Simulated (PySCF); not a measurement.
**Correlation energy of Nd (neodymium, neutral)**

[Xe] 4f4 6s2, one real determinant. All numbers are calculated (PySCF 2.14, the spin-free X2C one-electron Hamiltonian (Gaussian nucleus), in cc-pVDZ-X2C (8s7p5d3f1g, 84 functions)). Frozen: [Ar] 3d10; 32 electrons correlated.

```
  level  correlation energy (mhartree)
   CCSD                        -741.74
    (T)                         -25.98
CCSD(T)                        -767.72
```

Diagnostics: T1 = 0.019, D1 = 0.0841, largest double amplitude 0.092.

The real determinant used has ⟨L²⟩ near 34 against 42 for a pure I term, so it mixes terms. Spin-orbit coupling, absent here, splits the open shell strongly.

Cost of the coupled-cluster step: of the order of 2.5 core-minutes, for 32 correlated electrons.

Iterations:

```
CC2 = 0
CCSD nocc = (np.int64(18), np.int64(14)), nmo = (70, 70)
frozen orbitals [[0, 1, 2, 3, 4, 5, 6, 7, 8, 9, 10, 11, 12, 13], [0, 1, 2, 3, 4, 5, 6, 7, 8, 9, 10, 11, 12, 13]]
max_cycle = 100
direct = 0
conv_tol = 1e-08
conv_tol_normt = 1e-06
diis_space = 8
diis_start_cycle = 0
Init t2, MP2 energy = -0.77814446151759
Init E_corr(UCCSD) = -0.778144461520378
cycle = 1  E_corr(UCCSD) = -0.710633761004373  dE = 0.0675107005  norm(t1,t2) = 0.133195
cycle = 2  E_corr(UCCSD) = -0.741083331335779  dE = -0.0304495703  norm(t1,t2) = 0.0391078
cycle = 3  E_corr(UCCSD) = -0.738280169398445  dE = 0.00280316194  norm(t1,t2) = 0.0254279
cycle = 4  E_corr(UCCSD) = -0.740530579244006  dE = -0.00225040985  norm(t1,t2) = 0.0125067
cycle = 5  E_corr(UCCSD) = -0.741287304635602  dE = -0.000756725392  norm(t1,t2) = 0.00611692
cycle = 6  E_corr(UCCSD) = -0.741211405635864  dE = 7.58989997e-05  norm(t1,t2) = 0.00465223
cycle = 7  E_corr(UCCSD) = -0.741504049764301  dE = -0.000292644128  norm(t1,t2) = 0.00288871
cycle = 8  E_corr(UCCSD) = -0.741753270064958  dE = -0.000249220301  norm(t1,t2) = 0.00139558
cycle = 9  E_corr(UCCSD) = -0.741763523779404  dE = -1.02537144e-05  norm(t1,t2) = 0.00058668
cycle = 10  E_corr(UCCSD) = -0.741725773431299  dE = 3.77503481e-05  norm(t1,t2) = 0.000280916
cycle = 11  E_corr(UCCSD) = -0.741733537007156  dE = -7.76357586e-06  norm(t1,t2) = 0.000179027
cycle = 12  E_corr(UCCSD) = -0.741744449474384  dE = -1.09124672e-05  norm(t1,t2) = 0.000124262
cycle = 13  E_corr(UCCSD) = -0.741737025112953  dE = 7.42436143e-06  norm(t1,t2) = 7.22612e-05
cycle = 14  E_corr(UCCSD) = -0.741739737476331  dE = -2.71236338e-06  norm(t1,t2) = 4.11969e-05
cycle = 15  E_corr(UCCSD) = -0.741739338224115  dE = 3.99252217e-07  norm(t1,t2) = 2.27496e-05
cycle = 16  E_corr(UCCSD) = -0.741738422473506  dE = 9.15750609e-07  norm(t1,t2) = 1.29044e-05
cycle = 17  E_corr(UCCSD) = -0.741739212068555  dE = -7.89595049e-07  norm(t1,t2) = 8.28491e-06
cycle = 18  E_corr(UCCSD) = -0.741739116781022  dE = 9.52875332e-08  norm(t1,t2) = 4.33675e-06
cycle = 19  E_corr(UCCSD) = -0.741739102591988  dE = 1.41890343e-08  norm(t1,t2) = 2.77365e-06
cycle = 20  E_corr(UCCSD) = -0.741739218575481  dE = -1.15983493e-07  norm(t1,t2) = 1.61765e-06
cycle = 21  E_corr(UCCSD) = -0.741739266781384  dE = -4.82059037e-08  norm(t1,t2) = 1.13906e-06
cycle = 22  E_corr(UCCSD) = -0.741739279848335  dE = -1.30669503e-08  norm(t1,t2) = 7.39143e-07
cycle = 23  E_corr(UCCSD) = -0.741739348578079  dE = -6.87297443e-08  norm(t1,t2) = 4.57702e-07
cycle = 24  E_corr(UCCSD) = -0.741739359665142  dE = -1.10870625e-08  norm(t1,t2) = 2.62062e-07
cycle = 25  E_corr(UCCSD) = -0.741739362052424  dE = -2.38728193e-09  norm(t1,t2) = 1.60595e-07
UCCSD converged
E(UCCSD) = -9620.347498091476  E_corr = -0.7417393620524235
UCCSD(T) correction = -0.0259767945148509
```

The reference is one real determinant that mixes LS terms of this configuration.

This basis was not built for core-valence correlation, so the inner-shell part is incomplete.
